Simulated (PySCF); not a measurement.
Scan of Al2O, singlet: symmetric bend, bond length relaxed. Scanned: Al-O-Al angle. Other coordinates (O-Al bond length) were minimised at B3LYP/def2-TZVP.

Calculation: PySCF 2.14.0 with CCSD(T) on RHF/cc-pVTZ, 11 core orbitals frozen.

Scanned values (°): 180, 170, 160, 150, 140, 130, 120, 110, 100, 90, 80.

**Question.** At which scan points does the profile have its minima and maxima, and how high do they lie?

**Answer.** Lower than their neighbours: 180° (0.0 kcal/mol, end of the scan). Higher than their neighbours: 80° (40.3 kcal/mol, end of the scan). The whole profile spans 40.3 kcal/mol.
